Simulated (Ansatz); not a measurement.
Program: Ansatz. Geometries: PBE0-D4/def2-TZVP. ΔE: electronic, gas phase. CCSD(T)/CBS adds triple-zeta CCSD(T) − MP2 to the extrapolated MP2 energy (def2 sets, frozen cores). This one scheme is used for every species. Functionals use def2-TZVPP. B3LYP here is the variant with VWN-RPA as its local correlation; programs differ in this. HSE06 is defined as in plane-wave codes. One conformer a species, not always the lowest.

Consider the silylene formation by 1,1-elimination: `F[SiH2]O[SiH](F)F` → `F[Si]F` + `O[SiH2]F`.

```tsv
level	ΔE (kJ/mol)	difference from CCSD(T)/CBS
LDA (SPW92)	277.9	-4.5
PBE-D4	253.8	-28.6
revPBE-D4	251.7	-30.7
BLYP-D4	249.5	-32.9
r2SCAN-D4	293.8	11.4
B97M-V	280.2	-2.2
PBE0-D4	278.8	-3.6
B3LYP-D4	271.6	-10.8
r2SCAN0-D4	304.1	21.7
HSE06-D4	278.4	-4.0
BHLYP-D4	300.1	17.7
CAM-B3LYP-D4	282.1	-0.3
ωB97X-V	283.3	0.9
ωB97M-V	265.5	-16.9
PBE-QIDH	295.3	12.9
PBE	245.2	-37.2
revPBE	231.0	-51.4
BLYP	231.7	-50.7
r2SCAN	291.4	9.0
PBE0	271.2	-11.2
r2SCANh	295.5	13.1
r2SCAN0	301.3	18.9
HSE06	271.1	-11.3
CAM-B3LYP	274.1	-8.3
LC-ωPBE	283.9	1.5
RPA@PBE/def2-TZVPP	261.7	-20.7
HF/def2-SVP	291.1	8.7
MP2/def2-SVP	279.7	-2.7
CCSD/def2-SVP	265.2	-17.2
CCSD(T)/def2-SVP	262.5	-19.9
HF/def2-TZVPP	302.4	20.0
MP2/def2-TZVPP	291.8	9.4
SCS-MP2/def2-TZVPP	287.2	4.8
CCSD(T)/def2-TZVPP	278.4	-4.0
HF/def2-QZVPP	304.5	22.1
MP2/def2-QZVPP	294.7	12.3
SCS-MP2/def2-QZVPP	290.8	8.4
HF/CBS(def2)	304.7	22.3
MP2/CBS(def2)	295.7	13.3
CCSD/CBS(def2)	285.4	3.0
CCSD(T)/CBS	282.4	0
```

Largest T1 diagnostic among the species: 0.015.

Leaving LDA and LC-ωPBE aside and taking each functional with its dispersion term where it has one, the values spread over 54.7 kJ/mol, from BLYP-D4 to r2SCAN0-D4. LDA lies +32.8 kJ/mol from PBE without D4. From BLYP to BHLYP (50 % exact exchange), in def2-TZVPP and without D4, ΔE moves by +56.5 kJ/mol. The D4 term adds +13.9 kJ/mol with B3LYP and +7.6 kJ/mol with PBE0; it sums over pairs of atoms, weighted by their polarisabilities, and B3LYP, whose exchange is more repulsive, gets the larger term.
